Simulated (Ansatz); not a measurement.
Reaction (atomization): `[BH2][Ga]([CH3])[BH]O` → 2 B• + C• + Ga• + 7 H• + O•

Isolated molecules relaxed with PBE0-D4/def2-TZVP in Ansatz; ΔE leaves out vibrations. CCSD(T)/CBS adds triple-zeta CCSD(T) − MP2 to the extrapolated MP2 energy (def2 sets, frozen cores). This one scheme is used for every species, atoms too. For atomizations the MP2-based limit and the directly extrapolated one differ by several kJ/mol either way, and by 10 to 25 for some Ge, Se and Sn compounds, so smaller differences from it don't rank the levels. Functionals use def2-TZVPP. HSE06 is defined as in plane-wave codes. Open shells (•) are unrestricted, without spin–orbit coupling. Spin–orbit coupling would lower the free atoms: a little for B, C, O; clearly for Ga. Bonds to Ga are less sure, by a few kJ/mol each and by 10 to 20 or more in all where they break to atoms, as the def2 sets lack core-valence functions. Scalar relativity is left out up to krypton. One conformer a species, not always the lowest.

| level | ΔE (eV) |
| --- | --- |
| HSE06-D4 | 42.69 |
| ωB97X-V | 42.72 |
| B2PLYP | 42.22 |
| PBE | 42.99 |
| CCSD/def2-SVP | 40.20 |
| HF/def2-QZVPP | 32.14 |
| SCS-MP2/def2-QZVPP | 42.67 |
| CCSD/CBS(def2) | 42.05 |

(1) What does CCSD(T)/CBS give? (Estimate.)

Largest T1 diagnostic among the species: 0.014.

Answers

(1) Ansatz gave: +42.58 eV. The listed levels differ from it by 0.11, 0.14, -0.36, 0.41, -2.38, -10.44, 0.09, -0.53 eV.

At CCSD(T), def2-SVP lies −2.03 eV from the extrapolated value and def2-TZVPP −0.86 eV: correlation converges slowly with the basis, and small sets miss more of it in the bonded molecule than in its fragments. From r2SCAN to r2SCAN0 (25 % exact exchange), in def2-TZVPP and without D4, ΔE moves by −0.57 eV: exact exchange takes away binding that semilocal exchange gives to molecules. The D4 term adds +0.36 eV with B3LYP and +0.19 eV with PBE0; it sums over pairs of atoms, weighted by their polarisabilities, and B3LYP, whose exchange is more repulsive, gets the larger term.

B3LYP here is the variant with VWN-RPA as its local correlation; programs differ in this.
